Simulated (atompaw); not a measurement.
## Pseudopotential generation for Ti: PAW (atompaw), PBE, scalar-relativistic.

The input file (atompaw 4.2.0.5):

```
Ti 22
GGA-PBE scalarrelativistic loggrid 1500 logderivrange -7 5 301
4 4 3 0 0 0
4 0 1.75
4 1 0.25
3 2 2
0 0 0
c
c
v
v
c
v
v
v
2
2.10 1.75 1.55 1.20
n
n
y
0.1
n
custom polynom2 7 10 vanderbiltortho sinc
bessel
1.30
2.10
1.35
2.10
1.40
1.40
PWSCFOUT
UPFDX 0.0125d0 UPFXMIN -7.d0 UPFZMESH 22.d0
END
```

Command:

```bash
atompaw < Ti.input > Ti.log
```

Output (summary file):

```
Completed calculations for Ti (AE)

 Exchange-correlation type: GGA, Perdew-Burke-Ernzerhof

 Radial integration grid is logarithmic
 r0 =   3.7230371E-04 h =   8.1906817E-03   n =      1500 rmax =   8.0000000E+01

 Scalar relativistic calculation

 AEatom converged in  46 iterations
   nz     =  22.00
   delta  =       6.493727729776E-16

 All Electron Orbital energies:
  n  l      occupancy      energy
  1  0      2.0000000E+00 -3.5788230E+02
  2  0      2.0000000E+00 -3.9488963E+01
  3  0      2.0000000E+00 -4.6290737E+00
  4  0      1.7500000E+00 -3.4332345E-01
  2  1      6.0000000E+00 -3.2677346E+01
  3  1      6.0000000E+00 -2.8818147E+00
  4  1      2.5000000E-01 -1.2004245E-01
  3  2      2.0000000E+00 -3.3663719E-01

 Total energy
   Total                    :    -1707.07345500733572

 ---
 Completed calculations for Ti (SC)

 Exchange-correlation type: GGA, Perdew-Burke-Ernzerhof

 Radial integration grid is logarithmic
 r0 =   3.7230371E-04 h =   8.1906817E-03   n =      1500 rmax =   8.0000000E+01

 Scalar relativistic calculation

 SCatom converged in   4 iterations
   nz     =  22.00
   delta  =       8.991468154219E-17

 Valence Electron Orbital energies:
  n  l      occupancy      energy
   3  0      2.0000000E+00 -4.6290737E+00
   4  0      1.7500000E+00 -3.4332345E-01
   3  1      6.0000000E+00 -2.8818147E+00
   4  1      2.5000000E-01 -1.2004245E-01
   3  2      2.0000000E+00 -3.3663719E-01

 Total energy
   Total                    :    -1707.07345499576149
   Valence                  :     -183.15035768121038

 PAW parameters:
       lmax =            2
         rc =    2.1068457245229379
        irc =         1056
   rc_shape =    1.7593809629146973
    rc_vloc =    1.5559310810407270
    rc_core =    1.2069467592373617
   Vloc: truncated form - Vps(r)=A.sin(qr)/r for r<rc
   Projector type: improved polynomial pseudization + Vanderbilt ortho.
   Sinc^2 compensation charge shape zeroed at   1.7594E+00

 Number of basis functions     6
 No.   n  nodes  l      Energy         Cp coeff         Occ
  1    3    2    0   -0.4629074E+01 -0.3302275E+00  0.2000000E+01
  2    4    3    0   -0.3433234E+00  0.1111955E+02  0.1750000E+01
  3    3    1    1   -0.2881815E+01 -0.1256715E-01  0.6000000E+01
  4    4    2    1   -0.1200425E+00  0.4632996E+02  0.2500000E+00
  5    3    0    2   -0.3366372E+00  0.2792929E+04  0.2000000E+01
  6  999    1    2    0.1000000E+00  0.6536703E+02  0.0000000E+00

 Eigenvalues of overlap operator (in the basis of projectors):
    1        1.01639372E-01
    2        5.39578095E-01
    3        1.01341727E+00
    4        5.65709842E+01
    5        6.62222535E+02
    6        1.19395057E+05

 Orbital leakage outside PAW augmentation regions
   orb  is_core?  %out_of_sphere
   1 0    T          -0.00
   2 0    T           0.00
   3 0    F           1.12
   4 0    F          88.43
   2 1    T           0.00
   3 1    F           2.83
   4 1    F          96.12
   3 2    F          22.99

 Summary of PAW energies
   Total valence energy     :   -183.15060084722296
   Smooth energy            :     42.74759340935788
   One center               :   -225.89819425658084
   Smooth kinetic           :     32.39485606580192
   Vloc energy              :     10.51474939731231
   Smooth exch-corr         :    -11.57964705339647
   One-center xc            :    -72.23838156826822
```

The run took about 17 s on one core of a shared server CPU.
